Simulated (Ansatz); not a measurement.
Level of theory: frozen-core CCSD(T)/cc-pVQZ // TPSSh-D3(BJ)/def2-TZVP (Ansatz, a program for electronic structure).

Ansatz 0.2 input:
```yaml
crystal:
  periodic: [false, false, false]
  atoms:
    - { symbol: O, position_ang: [1.110964, -0.011573, -0.008501] }
    - { symbol: Al, position_ang: [-0.549507, 0.002884, 0.00422] }
    - { symbol: H, position_ang: [2.05904, -0.009053, -0.017032] }
    - { symbol: H, position_ang: [-1.318485, -1.375645, 0.000429] }
    - { symbol: H, position_ang: [-1.297243, 1.393116, 0.020576] }
basis:
  gaussian: { orbitals: cc-pVQZ }
correlation:
  method: ccsd_t
```

Output:

```
Functional definition: HF
1210 factors; integrals over basis functions are off by at most 1.1e-3 eV
mean field evaluation 1: about -8667.0778 eV, gradient 4.0e1 eV
mean field evaluation 2: about -8667.0781 eV, gradient 4.0e1 eV
mean field evaluation 4: about -8670.0102 eV, gradient 2.0e0 eV
mean field evaluation 8: about -8670.0290 eV, gradient 4.0e-4 eV
mean field evaluation 16: about -8670.0286 eV, gradient 3.0e-1 eV
mean field -8670.02899925 eV, -318.6176889657 hartree, gradient 1.0e-6 eV, S^2 0.000000; 0 other end points of the search recorded, 0 dependent functions left out
6 core orbitals not correlated
reference -8670.02899925 eV, -318.6176889657 hartree; 6, 6 occupied and 192, 192 virtual orbitals, 1210 factors
second order -9.70416371 eV of doubles, -0.00000000 eV of singles
cycle   1  -9.77935289 eV  change   -7.5e-2 eV  update   6.7e-2
cycle   2  -10.02818149 eV  change   -2.5e-1 eV  update   2.1e-2
cycle   3  -10.08957336 eV  change   -6.1e-2 eV  update   1.1e-2
cycle   4  -10.08073733 eV  change    8.8e-3 eV  update   2.5e-3
cycle   5  -10.08092459 eV  change   -1.9e-4 eV  update   1.3e-3
cycle   6  -10.08138062 eV  change   -4.6e-4 eV  update   3.5e-4
cycle   7  -10.08121175 eV  change    1.7e-4 eV  update   1.3e-4
cycle   8  -10.08118310 eV  change    2.9e-5 eV  update   3.6e-5
cycle   9  -10.08119081 eV  change   -7.7e-6 eV  update   1.3e-5
perturbative correction -0.31869874 eV, -0.0117119627 hartree
Total energy: -8680.42888880 eV, -318.9998778574 hartree
```

Cost: very roughly 40 core-seconds.
